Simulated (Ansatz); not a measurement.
Frontier orbitals of AlBH4N2.

Cartesian coordinates in Å:
```
B -0.519 0.733 -0.321
N 0.706 0.231 -0.899
Al 0.686 -0.967 0.423
N -0.809 -0.085 0.835
H -1.172 1.654 -0.723
H 1.162 0.593 -1.712
H 1.543 -2.177 0.953
H -1.595 0.019 1.444
```

The species carries charge 0 and has multiplicity 1. The geometry is a stationary point of PBE0-D4/def2-TZVP. Basis def2-TZVPP, Ansatz 0.2.0.

A caution on the coupled-cluster cation, which keeps the state that its UHF reference found: spin contamination of the cation.

Q: Compute the vertical ionisation energy as the energy of the cation minus that of the neutral molecule, at each level. (Estimate.)

A: The calculation gave: 
```json
{"level": "PBE-D4/def2-TZVPP", "IE (eV)": "8.66", "difference from CCSD(T)/CBS(def2)": "-0.32"}
{"level": "r2SCAN-D4/def2-TZVPP", "IE (eV)": "8.61", "difference from CCSD(T)/CBS(def2)": "-0.37"}
{"level": "PBE0-D4/def2-TZVPP", "IE (eV)": "8.69", "difference from CCSD(T)/CBS(def2)": "-0.28"}
{"level": "B3LYP-D4/def2-TZVPP", "IE (eV)": "8.73", "difference from CCSD(T)/CBS(def2)": "-0.24"}
{"level": "ωB97X-V/def2-TZVPP", "IE (eV)": "8.81", "difference from CCSD(T)/CBS(def2)": "-0.16"}
{"level": "ωB97M-V/def2-TZVPP", "IE (eV)": "8.82", "difference from CCSD(T)/CBS(def2)": "-0.16"}
{"level": "B2PLYP/def2-TZVPP", "IE (eV)": "8.74", "difference from CCSD(T)/CBS(def2)": "-0.24"}
{"level": "HF/def2-TZVPP", "IE (eV)": "7.60", "difference from CCSD(T)/CBS(def2)": "-1.38"}
{"level": "MP2/def2-TZVPP", "IE (eV)": "9.14", "difference from CCSD(T)/CBS(def2)": "0.17"}
{"level": "CCSD/def2-TZVPP", "IE (eV)": "8.72", "difference from CCSD(T)/CBS(def2)": "-0.25"}
{"level": "CCSD(T)/def2-TZVPP", "IE (eV)": "8.78", "difference from CCSD(T)/CBS(def2)": "-0.19"}
{"level": "HF/def2-QZVPP", "IE (eV)": "7.62", "difference from CCSD(T)/CBS(def2)": "-1.36"}
{"level": "MP2/def2-QZVPP", "IE (eV)": "9.26", "difference from CCSD(T)/CBS(def2)": "0.28"}
{"level": "HF/CBS(def2)", "IE (eV)": "7.62", "difference from CCSD(T)/CBS(def2)": "-1.36"}
{"level": "MP2/CBS(def2)", "IE (eV)": "9.34", "difference from CCSD(T)/CBS(def2)": "0.36"}
{"level": "CCSD/CBS(def2)", "IE (eV)": "8.92", "difference from CCSD(T)/CBS(def2)": "-0.06"}
{"level": "CCSD(T)/CBS(def2)", "IE (eV)": "8.98", "difference from CCSD(T)/CBS(def2)": "0.00"}
```

B3LYP here is the variant with VWN-RPA as its local correlation; programs differ in this.
